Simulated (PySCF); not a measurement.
**Working out the ionisation energy of Ir⁺**

Ir⁺ [Xe] 4f14 5d7 6s1 (5F) → Ir²⁺ [Xe] 4f14 5d7 (4F). Computed with PySCF 2.14 in def2-QZVPPD with the def2 core potential (60 electrons) (7s5p4d4f2g, 88 functions), with scalar relativity through the core potential. Frozen: 5s2 5p6. Energies in hartree (1 hartree = 27.21139 eV):

```csv
part,Ir⁺ (lower),Ir²⁺ (upper)
UHF,-103.188298,-102.587933
CCSD correlation,-0.186017,-0.152672
(T),-0.006350,-0.004553
```

Question: What does Hartree-Fock give?

Answer: (-102.587933) − (-103.188298) = 0.600365 hartree = 16.337 eV.

Question: What do CCSD and CCSD(T) give?

Answer: The CCSD correlation energies differ by 0.033345 hartree = 0.907 eV and the triples by 0.001797 hartree = 0.049 eV, so CCSD gives 17.244 eV and CCSD(T) 17.293 eV.

Reference: 17 ± 0.3 eV (semi-empirical (NIST evaluation); NIST Atomic Spectra Database, ionization energies), between the lowest levels; spin-orbit coupling is absent from the calculation.

What remains against the reference includes basis incompleteness, the frozen core and higher excitations.
